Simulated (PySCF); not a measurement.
**Finite-field polarisability of Pd (palladium, neutral)**

[Kr] 4d10, closed-shell 1S. Calculation: PySCF 2.14, in aug-cc-pVDZ-PP with ECP28MDF (5s5p4d2f, 54 functions); scalar relativity through the core potential. Frozen: 4s2 4p6. Energy changes in a uniform field (μhartree):

| axis | F (au) | HF | MP2 | CCSD | CCSD(T) |
| --- | --- | --- | --- | --- | --- |
| x | 0.0034 | -100.489 | -125.563 | -114.347 | -121.842 |
| x | 0.0068 | -402.699 | -503.892 | -458.739 | -489.148 |

(1) Derive α along x at CCSD(T) from the two fields.

(2) And the mean polarisability at each level?

CCSD(T) lies more than 5 % below the reference, which points to too few diffuse and polarisation functions.

A double-zeta set is small for polarisabilities.

Results:

(1) With ΔE = −αF²/2 − γF⁴/24, α = −(16 ΔE(F) − ΔE(2F))/(6F²) = 21.05 bohr³.

(2) HF 17.37, MP2 21.70, CCSD 19.76, CCSD(T) 21.05 bohr³. Reference: 26.14 ± 0.1 bohr³ (recommended; Schwerdtfeger and Nagle, table of static dipole polarizabilities (2023 update)).
